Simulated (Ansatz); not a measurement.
Program: Ansatz. Geometries: PBE0-D4/def2-TZVP. ΔE: electronic, gas phase. CBS: MP2 limit from def2 TZ/QZ plus the TZ coupled-cluster correction, frozen cores. This one scheme is used for every species. DFT in def2-TZVPP. For Ge outer-core shells are correlated without core-valence functions, which leaves a few kJ/mol of doubt a bond. Scalar relativity is left out up to krypton. Each species was taken in one conformer, which may not be the lowest.

`FC[BH][GeH2][AlH2]` + `CON` → `NBCF` + `C[O][GeH2][AlH2]`  (formal exchange of groups at a B–Ge bond)

`FC[BH][GeH2][AlH2]`:

```xyz
12

F    -1.699   -0.354    2.764
C    -1.340   -0.647    1.455
B    -0.866    0.563    0.609
Ge   -0.088    0.269   -1.261
Al    2.387    0.257   -1.050
H    -0.583   -1.444    1.481
H    -2.213   -1.098    0.955
H    -0.903    1.668    1.065
H    -0.523    1.383   -2.231
H    -0.526   -1.085   -1.862
H     3.252    1.515   -1.478
H     3.101   -1.028   -0.449
```

`CON`:

Cartesian coordinates in Å:
```
C 0.712 0.294 0.676
O -0.437 -0.456 0.365
N -0.773 -0.228 -0.993
H 0.539 1.367 0.543
H 1.566 -0.005 0.058
H 0.931 0.087 1.725
H -0.800 -1.155 -1.408
H -1.737 0.096 -0.966
```

`NBCF`:

Z-matrix (Å, degrees):
```
C
B 1 1.572
F 1 1.398 2 112.4
H 1 1.097 2 111.3 3 120.7
H 1 1.097 2 111.3 3 -120.7
N 2 1.382 1 119.5 3 0.0
H 2 1.199 1 120.1 3 180.0
H 6 1.004 2 124.1 1 180.0
H 6 1.008 2 121.3 1 -0.0
```

`C[O][GeH2][AlH2]`:

Z-matrix (Å, degrees):
```
C
O 1 1.402
H 1 1.093 2 108.3
H 1 1.099 2 112.2 3 -119.1
H 1 1.101 2 112.5 3 118.9
Ge 2 1.796 1 117.1 3 -177.6
Al 6 2.496 2 110.6 1 64.6
H 6 1.553 2 107.0 1 -59.2
H 6 1.541 2 103.1 1 -172.5
H 7 1.587 6 120.5 2 -7.5
H 7 1.588 6 119.7 2 172.1
```

CCSD(T)/CBS gives -376.1 kJ/mol.

**Question.** Another level gave -376.8 kJ/mol. Which?
A. ωB97M-V/def2-TZVPP
B. SCS-MP2/def2-TZVPP
C. ωB97X-V/def2-TZVPP
D. B2PLYP/def2-TZVPP

**Answer.** A. ωB97M-V -376.8, B2PLYP -382.7, ωB97X-V -371.3, SCS-MP2/def2-TZVPP -389.1 kJ/mol.

Largest T1 diagnostic among the species: 0.013.

From PBE to PBE0 (25 % exact exchange), in def2-TZVPP and without D4, ΔE moves by −9.9 kJ/mol.
